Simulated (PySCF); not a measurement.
trimethyl amine (C3H9N), singlet, at a GFN2-xTB geometry, with bond 7-2 at 1.3 times its length; HF/3-21G (PySCF).

The PySCF input:
```python
from pyscf import gto, scf

mol = gto.Mole()
mol.atom = '''
    N    -0.002618    0.000139    0.374017
    C    -0.001522    1.379708   -0.063000
    C     1.196270   -0.688189   -0.053850
    C    -1.193436   -0.691589   -0.070576
    H     0.006020    1.479589   -1.160829
    H     0.879371    1.880142    0.336681
    H    -1.155689    2.027001    0.440492
    H     1.290874   -0.738616   -1.151014
    H     1.184940   -1.703467    0.340147
    H     2.067122   -0.170420    0.345754
    H    -1.272530   -0.742262   -1.168955
    H    -2.071266   -0.176308    0.316790
    H    -1.184734   -1.706838    0.323562
'''
mol.basis = '3-21g'
mol.charge = 0
mol.spin = 0
mol.verbose = 4
mol.build()

mf = scf.RHF(mol)
mf.init_guess = 'mod_huckel'
mf.kernel()
```

Q: Predict the main parts of the log of this PySCF run.

A: 
```
PySCF version 2.14.0

[INPUT] verbose = 4
[INPUT] num. atoms = 13
[INPUT] num. electrons = 34
[INPUT] charge = 0
[INPUT] spin (= nelec alpha-beta = 2S) = 0
[INPUT] symmetry False subgroup None
[INPUT] Mole.unit = angstrom
[INPUT] Symbol           X                Y                Z      unit          X                Y                Z       unit  Magmom
[...]
nuclear repulsion = 138.069081077921
number of shells = 38
number of NR pGTOs = 87
number of NR cGTOs = 54
basis = 3-21g
ecp = {}

******** <class 'pyscf.scf.hf.RHF'> ********
method = RHF
initial guess = mod_huckel
damping factor = 0
level_shift factor = 0
DIIS = <class 'pyscf.scf.diis.CDIIS'>
diis_start_cycle = 1
diis_space = 8
diis_damp = 0
SCF conv_tol = 1e-09
SCF conv_tol_grad = None
SCF max_cycles = 50
direct_scf = True
direct_scf_tol = 1e-13
Set gradient conv threshold to 3.16228e-05
Initial guess from on-the-fly Huckel, doi:10.1021/acs.jctc.8b01089,
employing the updated GWH rule from doi:10.1021/ja00480a005.
Spherically averaged atomic HF for {'N', 'C', 'H'}

******** <class 'pyscf.scf.atom_hf.AtomSphAverageRHF'> ********
method = AtomSphAverageRHF
initial guess = minao
damping factor = 0
level_shift factor = 0
DIIS = <class 'pyscf.scf.diis.CDIIS'>
diis_start_cycle = 1
diis_space = 8
diis_damp = 0
SCF conv_tol = 1e-09
SCF conv_tol_grad = None
SCF max_cycles = 50
direct_scf = True
direct_scf_tol = 1e-13
atom = N
Set gradient conv threshold to 3.16228e-05
Initial guess from minao.
init E= -53.4607640480641
cycle= 1 E= -53.5297171017881  delta_E= -0.069  |g|=    0  |ddm|= 0.311
cycle= 2 E= -53.5323342519799  delta_E= -0.00262  |g|=    0  |ddm|= 0.101
cycle= 3 E= -53.5325756378769  delta_E= -0.000241  |g|=    0  |ddm|= 0.0209
cycle= 4 E= -53.5325766134711  delta_E= -9.76e-07  |g|=    0  |ddm|= 0.00216
cycle= 5 E= -53.532576613501  delta_E= -3e-11  |g|=    0  |ddm|= 9.31e-06
Extra cycle  E= -53.532576613501  delta_E= 2.84e-14  |g|=    0  |ddm|= 2.08e-08
Atomic HF for atom  N  converged. SCF energy = -53.532576613501

******** <class 'pyscf.scf.atom_hf.AtomSphAverageRHF'> ********
method = AtomSphAverageRHF
initial guess = minao
damping factor = 0
level_shift factor = 0
DIIS = <class 'pyscf.scf.diis.CDIIS'>
diis_start_cycle = 1
diis_space = 8
diis_damp = 0
SCF conv_tol = 1e-09
SCF conv_tol_grad = None
SCF max_cycles = 50
direct_scf = True
direct_scf_tol = 1e-13
atom = C
Set gradient conv threshold to 3.16228e-05
Initial guess from minao.
init E= -37.0511734903473
cycle= 1 E= -37.1138683188025  delta_E= -0.0627  |g|=    0  |ddm|= 0.358
cycle= 2 E= -37.1160998590688  delta_E= -0.00223  |g|=    0  |ddm|= 0.0979
cycle= 3 E= -37.1162418120407  delta_E= -0.000142  |g|=    0  |ddm|= 0.0175
cycle= 4 E= -37.116242134933  delta_E= -3.23e-07  |g|=    0  |ddm|= 0.00152
cycle= 5 E= -37.1162421349399  delta_E= -6.89e-12  |g|=    0  |ddm|= 3.41e-06
Extra cycle  E= -37.1162421349399  delta_E= -1.42e-14  |g|=    0  |ddm|= 2.49e-07
Atomic HF for atom  C  converged. SCF energy = -37.1162421349399

******** 1 electron system ********
Atomic HF for atom  H  converged. SCF energy = -0.496198609380939

[...]
init E= -170.340298295106
[...]
cycle= 1 E= -172.009126251891  delta_E= -1.67  |g|= 1.06  |ddm|= 3.08
[...]
cycle= 2 E= -172.227329644954  delta_E= -0.218  |g|= 0.384  |ddm|= 1.08
[...]
cycle= 3 E= -172.26697724824  delta_E= -0.0396  |g|= 0.0366  |ddm|= 0.357
[...]
cycle= 4 E= -172.267557832678  delta_E= -0.000581  |g|= 0.00814  |ddm|= 0.0668
[...]
cycle= 5 E= -172.267585247244  delta_E= -2.74e-05  |g|= 0.00243  |ddm|= 0.0138
[...]
cycle= 6 E= -172.267589290706  delta_E= -4.04e-06  |g|= 0.000466  |ddm|= 0.00774
[...]
cycle= 7 E= -172.267589460113  delta_E= -1.69e-07  |g|= 7.8e-05  |ddm|= 0.00182
[...]
cycle= 8 E= -172.26758946378  delta_E= -3.67e-09  |g|= 3e-05  |ddm|= 0.000265
[...]
cycle= 9 E= -172.267589464089  delta_E= -3.08e-10  |g|= 6.45e-06  |ddm|= 6.12e-05
[...]
Extra cycle  E= -172.267589464114  delta_E= -2.48e-11  |g|= 2.96e-06  |ddm|= 1.52e-05
converged SCF energy = -172.267589464114
```
